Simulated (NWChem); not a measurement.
Species: WN2H3OCl; SMILES [OH][W](=[NH])([Cl])=[NH]

```xyz
8

W     -0.0181    -0.1872     0.0000
N     -0.9168    -0.6600     1.4163
H     -1.6977    -1.0474     1.9363
N     -0.9168    -0.6600    -1.4163
H     -1.6977    -1.0474    -1.9363
Cl     0.1529     2.1153     0.0000
O      1.6340    -1.0945     0.0000
H      1.8959    -2.0188     0.0000
```
Atoms are numbered in this order, from 1.

Program: NWChem. Medium grid unless said otherwise, to which SCAN and Minnesota functionals are sensitive. The geometry was optimised at PBE0/def2-SVP. Not confirmed as a minimum by frequencies. def2 effective core potentials on W; no spin-orbit coupling. B3LYP is NWChem's, with the RPA form of VWN correlation. Total energies of different functionals are on different scales.

| level | energy (Ha) | highest occupied level (eV) | orbital gap (eV) | dipole (D) |
|---|---|---|---|---|
| B3LYP/def2-SVP | -713.7144 | -7.37 | 5.84 | 3.49 |
| PBE/def2-SVP | -713.3450 | -6.29 | 4.19 | 3.46 |
| SCAN/def2-SVP | -713.6888 | -6.65 | 4.57 | 3.58 |
| PW6B95/def2-SVP | -714.2479 | -7.77 | 6.45 | 3.56 |
| BP86/def2-SVP | -713.8611 | -6.39 | 4.18 | 3.47 |
| LDA (Slater exchange, PW92)/def2-SVP | -710.6758 | -6.42 | 4.16 | 3.47 |
| r2SCAN/def2-SVP | -713.6009 | -6.64 | 4.56 | 3.60 |
| PW91/def2-SVP | -713.7026 | -6.35 | 4.18 | 3.45 |
